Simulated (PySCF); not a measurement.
A GIAO shielding run with PySCF 2.14 (density fitting, non-relativistic, gas phase) on SMILES [SiH3]OCC1CC1, C4H10OSi:

```
$ OMP_NUM_THREADS=1 python probes_run.py task.json out

{"job": {"kind": "nmr", "xc": "PBE0", "basis": "pcSseg-1"}, "charge": 0, "multiplicity": 1}
Si     2.621232    -1.011069    -0.829468
O      1.295080    -0.553876    -0.025775
C      0.379586     0.462953    -0.316110
C     -0.719836     0.466571     0.716799
C     -1.911071    -0.426439     0.542679
C     -2.055994     1.054963     0.378746
H      2.302363    -1.398719    -2.208714
H      3.030083    -2.122909     0.010695
H      3.608708     0.072650    -0.895502
H     -0.042881     0.307605    -1.317015
H      0.899781     1.431226    -0.316047
H     -0.347539     0.604361     1.724175
H     -1.957764    -1.043105    -0.341898
H     -2.333336    -0.892204     1.419632
H     -2.578297     1.611715     1.141495
H     -2.197714     1.445221    -0.617959
```

Hardware: 1 thread of an AMD EPYC 9R45 96-Core, shared host. The job also computes population analyses, field gradients, ring-centre shieldings.

**Question.** How large is the calculation?

**Answer.** 56 electrons, 159 basis functions and 846 auxiliary functions.

**Question.** How long does it take, and how much memory does it need?

**Answer.** 8.8 s of wall time, with 12 SCF cycles and 4 response iterations; peak memory 0.74 GiB. Times on a shared host scatter by some tens of per cent.
